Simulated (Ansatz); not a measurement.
`CC(O)[O][AlH2]` and `CC(C)[O][AlH2]` differ in one atom or group.

Ansatz, PBE0-D4/def2-TZVP geometries, multiplicity 1. Each molecule was computed in one conformer, which needn't be the lowest.

```
                                                                                  property  `CC(O)[O][AlH2]`
                                            size of the dipole moment (PBE/def2-TZVPP) / D              1.12
                                                     HOMO–LUMO gap (B3LYP/def2-TZVPP) / eV              6.58
                                                        HOMO energy (PBE0/def2-TZVPP) / eV             -8.01
                                                   HOMO–LUMO gap (ωB97M-V/def2-TZVPP) / eV             10.91
                                                         LUMO energy (PBE/def2-TZVPP) / eV             -1.78
ideal-gas entropy at 298 K and 1 bar (rigid rotor, harmonic PBE0-D4/def2-TZVP) / J/(mol·K)               350
```

(1) Give the same properties after the change, and the shifts. (Estimate.)

Results:

(1) The calculation gave: 
```
                                                                                  property  `CC(C)[O][AlH2]`  shift
                                            size of the dipole moment (PBE/def2-TZVPP) / D              1.21   0.09
                                                     HOMO–LUMO gap (B3LYP/def2-TZVPP) / eV              6.51  -0.07
                                                        HOMO energy (PBE0/def2-TZVPP) / eV             -7.82   0.19
                                                   HOMO–LUMO gap (ωB97M-V/def2-TZVPP) / eV             10.79  -0.12
                                                         LUMO energy (PBE/def2-TZVPP) / eV             -1.66   0.12
ideal-gas entropy at 298 K and 1 bar (rigid rotor, harmonic PBE0-D4/def2-TZVP) / J/(mol·K)               359      9
```

With PBE0 the HOMO rises by 0.19 eV and the LUMO rises by 0.11 eV, so the gap narrows by about 0.08 eV. PBE moves the HOMO by 0.14 eV and ωB97M-V by 0.24 eV. The zero-point energy changes by 60.5 kJ/mol with +6 modes. Dipoles are sizes alone; their direction can turn. Modes under 60 cm⁻¹, often nearly free rotors, make the harmonic entropy too high.

B3LYP here is the variant with VWN-RPA as its local correlation; programs differ in this.
